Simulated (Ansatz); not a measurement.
Cost and result for the atomization energy of `C=[C](O)[GaH][CH3]` (12 atoms, 11 bonds).

Z-matrix (Å, degrees):
```
C
Ga 1 1.961
H 1 1.093 2 110.7
H 1 1.090 2 111.4 3 -121.6
H 1 1.094 2 110.0 3 118.0
C 2 1.973 1 121.1 3 127.3
H 2 1.572 1 123.5 3 -52.9
O 6 1.363 2 115.8 1 -0.5
C 6 1.336 2 121.1 1 179.6
H 8 0.966 6 109.5 2 -179.9
H 9 1.090 6 122.7 2 180.0
H 9 1.082 6 120.2 2 -0.0
```

Charge 0, multiplicity 1. Correlated methods include outer-core shells of Ga, which these sets cover unevenly. Scalar relativity is left out up to krypton. The geometry is a stationary point of PBE0-D4/def2-TZVP. It is one conformer, not always the lowest. Program: Ansatz. All runs use 4 threads of an Arm Neoverse V1 on a shared host. Times are those of one run each, without the atoms' runs, and a repeat can differ threefold. Electronic energies, without spin–orbit coupling; frozen cores. CCSD(T)/CBS adds CCSD(T) − MP2 in def2-TZVPP to the MP2 limit, and its time is that of the two runs behind it. T1 = 0.013. With those shells the extrapolation isn't a true limit. HSE06 is the plane-wave form, built on full-range PBE exchange.

CCSD(T)/CBS is a level of theory with its own doubt, some kJ/mol a heavy atom from the limit and from the frozen cores, so smaller differences don't rank the functionals.

| level | functions | wall time |
| --- | --- | --- |
| LDA (SPW92)/def2-TZVPP | 270 | 1.5 s |
| BHLYP-D4/def2-TZVPP | 270 | 4.1 s |
| HSE06-D4/def2-TZVPP | 270 | 4.3 s |
| r2SCAN-D4/def2-TZVPP (with forces) | 270 | 6 s |
| r2SCANh-D4/def2-TZVPP | 270 | 7 s |
| B2PLYP/def2-TZVPP | 270 | 7.5 s |
| PBE-QIDH/def2-TZVPP | 270 | 7.5 s |
| B97M-V/def2-TZVPP | 270 | 11 s |
| CCSD(T)/def2-SVP | 123 | 13 s |
| ωB97M-V/def2-TZVPP (with forces) | 270 | 15 s |
| MP2/def2-QZVPP | 527 | 33 s |
| CCSD(T)/def2-TZVPP | 270 | 5.6 min |
| CCSD(T)/CBS(def2) | – | 6.2 min |

Task: What atomization energy does each give, and how far from CCSD(T)/CBS? (Best estimate.)

Result: Computed: 
| level | atomization (kcal/mol) | difference from CCSD(T)/CBS | per bond |
| --- | --- | --- | --- |
| LDA (SPW92)/def2-TZVPP | 1212.3 | 155.3 | 14.1 |
| BHLYP-D4/def2-TZVPP | 1021.2 | -35.8 | -3.3 |
| HSE06-D4/def2-TZVPP | 1058.9 | 1.9 | 0.2 |
| r2SCAN-D4/def2-TZVPP (with forces) | 1059.6 | 2.6 | 0.2 |
| r2SCANh-D4/def2-TZVPP | 1052.7 | -4.3 | -0.4 |
| B2PLYP/def2-TZVPP | 1043.8 | -13.2 | -1.2 |
| PBE-QIDH/def2-TZVPP | 1051.5 | -5.5 | -0.5 |
| B97M-V/def2-TZVPP | 1056.6 | -0.4 | 0.0 |
| CCSD(T)/def2-SVP | 1005.0 | -52.0 | -4.7 |
| ωB97M-V/def2-TZVPP (with forces) | 1055.9 | -1.1 | -0.1 |
| MP2/def2-QZVPP | 1063.8 | 6.8 | 0.6 |
| CCSD(T)/def2-TZVPP | 1033.5 | -23.5 | -2.1 |
| CCSD(T)/CBS(def2) | 1057.0 | 0.0 | 0.0 |

In def2-TZVPP, CCSD(T) changes the Hartree–Fock value by +269.1 kcal/mol (the triples alone add +16.4 kcal/mol) and MP2 by +285.6 kcal/mol; breaking electron pairs costs correlation energy, which Hartree–Fock lacks. Leaving LDA and LC-ωPBE aside and taking each functional with its dispersion term where it has one, the values, not all of them listed here, spread over 56.2 kcal/mol, from BHLYP-D4 to PBE-D4. LDA lies +140.3 kcal/mol from PBE without D4, its usual overbinding. At CCSD(T), def2-SVP lies −52.0 kcal/mol from the extrapolated value and def2-TZVPP −23.5 kcal/mol: correlation converges slowly with the basis, and small sets miss more of it in the bonded molecule than in its fragments.
